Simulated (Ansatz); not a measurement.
Cost and result for the atomization energy of C$_{3}$H$_{7}$Ga (`C1[CH2][GaH][CH2]1`) (11 atoms, 11 bonds).

```xyz
11

C     0.327    0.199    0.858
C    -0.882    0.851    0.142
Ga   -0.726   -0.604   -1.214
C     1.000   -0.687   -0.219
H     1.009    0.927    1.311
H    -0.035   -0.436    1.672
H    -1.770    1.016    0.753
H    -0.611    1.808   -0.315
H    -1.532   -1.322   -2.351
H     1.451   -1.615    0.135
H     1.769   -0.136   -0.772
```

Total charge 0; spin multiplicity 1. Correlated methods include outer-core shells of Ga, which these sets cover unevenly. Scalar relativity is left out up to krypton. Geometry: relaxed with PBE0-D4/def2-TZVP. Program: Ansatz. All runs use 4 threads of an Arm Neoverse V1 on a shared host. Times are those of one run each, without the atoms' runs, and a repeat can differ threefold. Electronic energies, without spin–orbit coupling; frozen cores. CCSD(T)/CBS adds CCSD(T) − MP2 in def2-TZVPP to the MP2 limit, and its time is that of the two runs behind it. T1 = 0.011. With those shells the extrapolation isn't a true limit. HSE06 is the plane-wave form, built on full-range PBE exchange.

CCSD(T)/CBS is a level of theory with its own doubt, some kJ/mol a heavy atom from the limit and from the frozen cores, so smaller differences don't rank the functionals.

```csv
level,functions,wall time
LDA (SPW92)/def2-TZVPP,239,1.4 s
BHLYP-D4/def2-TZVPP,239,3.1 s
PBE0-D4/def2-TZVPP,239,3.2 s
HSE06-D4/def2-TZVPP,239,3.5 s
CAM-B3LYP-D4/def2-TZVPP,239,3.7 s
r2SCAN-D4/def2-TZVPP (with forces),239,5.5 s
B2PLYP/def2-TZVPP,239,6 s
CCSD(T)/def2-SVP,109,6.5 s
B97M-V/def2-TZVPP,239,11 s
ωB97M-V/def2-TZVPP (with forces),239,13 s
MP2/def2-QZVPP,470,33 s
CCSD(T)/def2-TZVPP,239,2.5 min
CCSD(T)/CBS(def2),–,3.1 min
```

Problem. What atomization energy does each give, and how far from CCSD(T)/CBS? (An estimate is asked.)

Solution. Computed: 
```
                             level  atomization (kJ/mol)  difference from CCSD(T)/CBS  per bond
            LDA (SPW92)/def2-TZVPP                4497.8                        540.4      49.1
               BHLYP-D4/def2-TZVPP                3852.5                       -104.9      -9.5
                PBE0-D4/def2-TZVPP                3976.7                         19.3       1.8
               HSE06-D4/def2-TZVPP                3979.1                         21.7       2.0
           CAM-B3LYP-D4/def2-TZVPP                3956.9                         -0.5       0.0
r2SCAN-D4/def2-TZVPP (with forces)                3966.8                          9.4       0.9
                 B2PLYP/def2-TZVPP                3905.8                        -51.6      -4.7
                  CCSD(T)/def2-SVP                3785.9                       -171.5     -15.6
                 B97M-V/def2-TZVPP                3962.9                          5.5       0.5
  ωB97M-V/def2-TZVPP (with forces)                3954.2                         -3.2      -0.3
                    MP2/def2-QZVPP                3967.5                         10.1       0.9
                CCSD(T)/def2-TZVPP                3880.7                        -76.7      -7.0
                 CCSD(T)/CBS(def2)                3957.4                          0.0       0.0
```

The D4 term adds +34.9 kJ/mol with B3LYP and +17.9 kJ/mol with PBE0; it sums over pairs of atoms, weighted by their polarisabilities, and B3LYP, whose exchange is more repulsive, gets the larger term. Leaving LDA and LC-ωPBE aside and taking each functional with its dispersion term where it has one, the values, not all of them listed here, spread over 164.2 kJ/mol, from BHLYP-D4 to PBE-D4. LDA lies +502.6 kJ/mol from PBE without D4, its usual overbinding. From r2SCAN to r2SCAN0 (25 % exact exchange), in def2-TZVPP and without D4, the atomization energy moves by −36.6 kJ/mol: exact exchange takes away binding that semilocal exchange gives to molecules.

B3LYP here is the variant with VWN-RPA as its local correlation; programs differ in this.
